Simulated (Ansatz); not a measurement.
F2Ge (SMILES [F][Ge][F]) moved off its minimum; all values from Ansatz (a quantum-chemistry and plane-wave program), cores frozen in correlated methods.
(charge 0, multiplicity 1)
```xyz
3

Ge     0.0486     0.0144     0.3810
F      0.6790     1.2533    -0.6361
F     -0.6324    -1.0212    -0.7513
```

| level | largest force (eV/Å) | on atom | rms difference from CCSD(T)/aug-cc-pVTZ (eV/Å) | dipole (D) |
|---|---|---|---|---|
| HF/def2-TZVPP | 1.60 | Ge1 | 0.569 | 2.09 |
| PBE/def2-TZVPP | 3.19 | Ge1 | 0.388 | 1.81 |
| r2SCAN/def2-TZVPP | 2.43 | Ge1 | 0.051 | 1.81 |
| B3LYP/def2-TZVPP | 2.81 | Ge1 | 0.175 | 2.03 |
| wB97M-V/def2-TZVPP | 2.51 | Ge1 | 0.016 | 2.00 |
| MP2/aug-cc-pVTZ | 2.59 | Ge1 | 0.055 | 1.92 |
| CCSD(T)/aug-cc-pVTZ | 2.50 | Ge1 | 0.000 | 1.96 |

The differences count from one level among others, with limits of its own. Forces at CCSD(T)/aug-cc-pVTZ (eV/Å):

| atom | Fx | Fy | Fz |
|---|---|---|---|
| Ge1 | 0.602 | 0.737 | 2.310 |
| F2 | 0.220 | 0.473 | -0.661 |
| F3 | -0.821 | -1.210 | -1.649 |
